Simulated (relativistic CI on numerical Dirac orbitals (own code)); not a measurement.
**Radial parameters of Fe V**

Calculated at this level of theory: Dirac-Coulomb-Breit CI, KLI orbitals optimised for each configuration, a model potential for QED, valence Slater integrals scaled by 0.85, P86 correlation energy added to each configuration (own radial code, finite nucleus).

Slater integrals F^k, G^k are unscaled and averaged over j, outside the closed core [Ne]; ζ comes from projecting the Hamiltonian with its Breit term on Σ l·s of the shell.

- 3s2 3p6 3d4: F^2(3d,3d) = 104590, F^4(3d,3d) = 65741, ζ(3d) = 513.13 cm⁻¹; <r>(3d) = 0.9162, <r^2>(3d) = 1.029 (bohr units).
- 3s2 3p6 3d3 4s: F^2(3d,3d) = 109760, F^4(3d,3d) = 69183, ζ(3d) = 566.97, G^2(3d,4s) = 13090 cm⁻¹; <r>(3d) = 0.8796, <r^2>(3d) = 0.9453, <r>(4s) = 2.04, <r^2>(4s) = 4.681 (bohr units).
- 3s2 3p6 3d3 4p: F^2(3d,3d) = 110120, F^4(3d,3d) = 69436, ζ(3d) = 571.87, F^2(3d,4p) = 28158, G^1(3d,4p) = 10095, G^3(3d,4p) = 9447.1, ζ(4p) = 1211 cm⁻¹; <r>(3d) = 0.8773, <r^2>(3d) = 0.9394, <r>(4p) = 2.274, <r^2>(4p) = 5.831 (bohr units).

(1) Give the Racah parameters of the d shell in 3s2 3p6 3d4.

In this model ζ of a weakly bound d, f or g electron outside closed shells comes out too small, for d by up to a factor of two or three and at times with the wrong sign; that of an outer p electron is too small as well.

Averages of the first 10 configurations, taken without configuration mixing, which lowers the lowest level and can move excited configurations by several eV; other configurations of the list can lie among them:

```json
{"Configuration": "3s2 3p6 3d4", "Parity": "even", "States": "210", "Average energy above the lowest level (eV)": "4.5"}
{"Configuration": "3s2 3p6 3d3 4s", "Parity": "even", "States": "240", "Average energy above the lowest level (eV)": "27.1"}
{"Configuration": "3s2 3p6 3d3 4p", "Parity": "odd", "States": "720", "Average energy above the lowest level (eV)": "35.8"}
{"Configuration": "3s2 3p5 3d5", "Parity": "odd", "States": "1512", "Average energy above the lowest level (eV)": "62.8"}
{"Configuration": "3s2 3p6 3d3 4d", "Parity": "even", "States": "1200", "Average energy above the lowest level (eV)": "48.2"}
{"Configuration": "3s2 3p6 3d3 5s", "Parity": "even", "States": "240", "Average energy above the lowest level (eV)": "52.1"}
{"Configuration": "3s2 3p6 3d3 5p", "Parity": "odd", "States": "720", "Average energy above the lowest level (eV)": "55.5"}
{"Configuration": "3s2 3p6 3d3 4f", "Parity": "odd", "States": "1680", "Average energy above the lowest level (eV)": "57.1"}
{"Configuration": "3s2 3p6 3d3 5d", "Parity": "even", "States": "1200", "Average energy above the lowest level (eV)": "60.7"}
{"Configuration": "3s 3p6 3d5", "Parity": "even", "States": "504", "Average energy above the lowest level (eV)": "103.5"}
```

## Answers

(1) B = F²/49 − 5F⁴/441 = 1389 cm⁻¹ and C = 35F⁴/441 = 5218 cm⁻¹; values fitted to spectra at such low charge are typically 15 to 30 % smaller.
